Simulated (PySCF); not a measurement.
A species of formula C8H7F3O has this rotational fingerprint, computed with PBE0-D3(BJ)/def2-SVP geometry optimisation, gas phase in PySCF:

* Rotational constants: A = 2408, B = 495.6, C = 451.9 MHz
* Dipole components: |μa| = 0.84 D, |μb| = 0.18 D, |μc| = 1.57 D
* Inertial defect: -111.44 u·Å²
* κ: -0.96

**Question.** Which candidate fits, each taken in the one conformer that was computed?
A. `[O:1]=[C:2]1[CH:3]=[CH:4][C@H:5]([C:6]([F:7])=[C:8]([F:9])[F:10])[CH2:11][CH2:12]1` with C4–C5–C6–F7 -61°, O1–C2–C3–C4 -179°, C3–C4–C5–C6 145°, C4–C5–C11–C12 -48°, C5–C11–C12–C2 55°
B. `[CH2:1]=[C:2]1[CH:3]=[C:4]([C:5]([F:6])([F:7])[F:8])/[C:9]1=[CH:10]/[O:11][CH3:12]` with C9–C10–O11–C12 -175°
C. `[F:1][C:2]([F:3])([F:4])[CH2:5][O:6][c:7]1[cH:8][cH:9][cH:10][cH:11][cH:12]1` with C2–C5–O6–C7 96°, C5–O6–C7–C8 165° (CF3CH2OPh)

**Answer.** C. It is FC(F)(F)COc1ccccc1, a near-prolate asymmetric top, point group C1. The candidates at the same level (rigid rotor, commonest isotopes):

| SMILES | A (MHz) | B (MHz) | C (MHz) | μa (D) | μb (D) | μc (D) | Δ (u·Å²) | point group | rotor |
| --- | --- | --- | --- | --- | --- | --- | --- | --- | --- |
| C=C1C=C(C(F)(F)F)/C1=C/OC | 1366 | 597.0 | 449.1 | 2.47 | 0.56 | 0.14 | -91.23 | C1 | asymmetric top |
| O=C1C=C[C@H](C(F)=C(F)F)CC1 | 2390 | 445.4 | 431.2 | 2.04 | 1.24 | 0.51 | -174.12 | C1 | near-prolate asymmetric top |
| FC(F)(F)COc1ccccc1 | 2408 | 495.6 | 451.9 | 0.84 | 0.18 | 1.57 | -111.44 | C1 | near-prolate asymmetric top |

`C=C1C=C(C(F)(F)F)/C1=C/OC` has A 43 % too low; `O=C1C=C[C@H](C(F)=C(F)F)CC1` has B 10 % too low. No structure here is proved a minimum.
